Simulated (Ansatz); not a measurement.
Start from `[CH3][GeH2][O]C=O` and change one atom or group to get `O=COC=S`.

Ansatz, PBE0-D4/def2-TZVP geometries, multiplicity 1. Each molecule was computed in one conformer, which needn't be the lowest.

Scalar relativity is left out up to krypton.

```
                                      property  `[CH3][GeH2][O]C=O`
            LUMO energy (PBE0/def2-TZVPP) / eV                 0.09
size of the dipole moment (PBE/def2-TZVPP) / D                 1.84
             HOMO energy (PBE/def2-TZVPP) / eV                -6.53
         HOMO–LUMO gap (B3LYP/def2-TZVPP) / eV                 7.72
       HOMO–LUMO gap (ωB97M-V/def2-TZVPP) / eV                12.79
           HOMO–LUMO gap (PBE/def2-TZVPP) / eV                 5.47
```

Task: What does the change do to each property? (An estimate is asked.)

Result: Ansatz gave: 
```
                                      property  `O=COC=S`  shift
            LUMO energy (PBE0/def2-TZVPP) / eV      -2.56  -2.65
size of the dipole moment (PBE/def2-TZVPP) / D       1.55  -0.29
             HOMO energy (PBE/def2-TZVPP) / eV      -5.90   0.63
         HOMO–LUMO gap (B3LYP/def2-TZVPP) / eV       4.13  -3.59
       HOMO–LUMO gap (ωB97M-V/def2-TZVPP) / eV       8.99  -3.80
           HOMO–LUMO gap (PBE/def2-TZVPP) / eV       2.38  -3.09
```

With PBE0 the HOMO rises by 1.04 eV and the LUMO falls by 2.65 eV, so the gap narrows by about 3.69 eV. PBE moves the HOMO by 0.63 eV and ωB97M-V by 1.29 eV. The zero-point energy changes by -94.1 kJ/mol with -12 modes. Dipoles are sizes alone; their direction can turn.

B3LYP here is the variant with VWN-RPA as its local correlation; programs differ in this.
